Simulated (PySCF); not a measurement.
A structure optimised at PBE-D3(BJ)/def2-SVP, used in a PySCF frequency run:

```
O
C 1 1.3690
C 1 1.3835 2 118.64
O 3 1.2140 1 122.89 2 -2.32
H 2 1.0995 1 116.06 3 5.39
C 2 1.4789 5 126.29 1 -164.12
H 6 1.1072 2 110.37 5 -27.72
H 6 1.1118 7 108.44 2 122.42
H 6 1.1187 7 107.25 8 114.39
C 3 1.5062 4 126.72 1 -178.13
H 10 1.1047 3 109.37 4 -26.26
H 10 1.1058 11 110.86 3 123.41
H 10 1.1106 11 108.01 12 117.75
```
Charge 0, spin multiplicity 2.

**Question.** Write its SMILES and formula.

**Answer.** C[CH]OC(C)=O, C4H7O2

**Question.** What are its rotational constants (standard atomic weights)?

**Answer.** 8.7762, 2.0731, 1.7159 GHz
